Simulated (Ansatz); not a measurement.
Start from `[OH][GeH]([OH])[OH]` and change one atom or group to get `C[CH2][GeH]([OH])[OH]`.

Ansatz, PBE0-D4/def2-TZVP geometries, multiplicity 1. Each molecule was computed in one conformer, which needn't be the lowest.

Scalar relativity is left out up to krypton.

```json
{"property": "LUMO energy (B3LYP/def2-TZVPP) / eV", "`[OH][GeH]([OH])[OH]`": "-0.17"}
{"property": "HOMO–LUMO gap (PBE0/def2-TZVPP) / eV", "`[OH][GeH]([OH])[OH]`": "9.15"}
{"property": "HOMO–LUMO gap (PBE/def2-TZVPP) / eV", "`[OH][GeH]([OH])[OH]`": "6.47"}
{"property": "LUMO energy (ωB97M-V/def2-TZVPP) / eV", "`[OH][GeH]([OH])[OH]`": "1.84"}
{"property": "size of the dipole moment (ωB97M-V/def2-TZVPP) / D", "`[OH][GeH]([OH])[OH]`": "1.42"}
{"property": "LUMO energy (PBE/def2-TZVPP) / eV", "`[OH][GeH]([OH])[OH]`": "-0.72"}
```

(1) What does the change do to each property? (An estimate is asked.)

Answers

(1) Ansatz gave: 
| property | `C[CH2][GeH]([OH])[OH]` | shift |
| --- | --- | --- |
| LUMO energy (B3LYP/def2-TZVPP) / eV | 0.24 | 0.41 |
| HOMO–LUMO gap (PBE0/def2-TZVPP) / eV | 8.77 | -0.38 |
| HOMO–LUMO gap (PBE/def2-TZVPP) / eV | 6.37 | -0.10 |
| LUMO energy (ωB97M-V/def2-TZVPP) / eV | 2.14 | 0.30 |
| size of the dipole moment (ωB97M-V/def2-TZVPP) / D | 1.79 | 0.37 |
| LUMO energy (PBE/def2-TZVPP) / eV | -0.29 | 0.43 |

With PBE0 the HOMO rises by 0.76 eV and the LUMO rises by 0.38 eV, so the gap narrows by about 0.38 eV. PBE moves the HOMO by 0.54 eV and ωB97M-V by 0.90 eV. Dipoles are sizes alone; their direction can turn.

B3LYP here is the variant with VWN-RPA as its local correlation; programs differ in this.
